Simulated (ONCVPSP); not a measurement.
# Before and after: ONCV potential for Tl

```json
{"Element": "Tl", "Generator": "ONCVPSP 4.0.1", "Type": "optimised norm-conserving Vanderbilt (ONCV)", "Functional": "LDA (Perdew-Wang 92)", "Relativity": "scalar-relativistic", "Frozen core": "[Xe] 4f14 5d10", "Valence charge": "3", "Reference configuration": "6s2 6p1", "Partial waves": "6s: rc 2.05 bohr, ncon 5, nbas 9, qcut 2.8 1/bohr, 1 projector; 6p: rc 2.45 bohr, ncon 4, nbas 8, qcut 3.5 1/bohr, 2 projectors, debl 3.3 Ha", "Local potential": "polynomial inside 2.00 bohr (lpopt 5, dvloc0 6 Ha)", "Core correction": "Teter function, fcfact 5.25, rcfact 1.7"}
```

Change: core correction Teter function, fcfact 3.6, rcfact 1.7.

Cutoffs: the cutoffs (Ha) at which the residual kinetic energy of the hardest occupied pseudo-wave falls to 1 and 0.1 mHa per electron; they do not see the model core or the augmentation charge, which bear on the density cutoff. Errors are all-electron minus pseudo energies relative to the spin-unpolarised reference configuration.

Q: Predict the effect on cutoff, ghosts and configuration errors.

A: The potential gets neither clearly harder nor softer (11 Ha and 37 Ha → 11 Ha and 37 Ha); of the 4 tests that both files solve, the error grows in 0 and shrinks in 4 by more than 15 % and 0.3 meV (median size 99.3 → 80.4 meV); neither file shows a bound ghost. A model core, the more so a compact one, raises the density cutoff, which this test does not measure.

| quantity | base | changed |
| --- | --- | --- |
| cutoff, loose | 11 Ha | 11 Ha |
| cutoff, tight | 37 Ha | 37 Ha |
| bound ghosts | none | none |
| GHOST(+) flags under 300 eV | none | none |
| error for 6s2 6p0, meV [ΔE 5.40 eV] | -152 | -124 |
| error for 6s1 6p0, meV [ΔE 26.60 eV] | -699 | -582 |
| error for 6s2 6p0.5, meV [ΔE 1.97 eV] | -30 | -24 |
| error for 6s1 6p2, meV [ΔE 7.49 eV] | -47 | -37 |
| s: phases at 2.08 bohr within 0.05 rad from the reference energy up to (Ha; the scan ends near 5) | 1.7 | 1.7 |
| p: phases at 2.49 bohr within 0.05 rad from the reference energy up to (Ha; the scan ends near 5) | to the end of the scan | to the end of the scan |
| rms error of d²Exc/dni dnj with the model core, mHa | 4.28 | 3.23 |
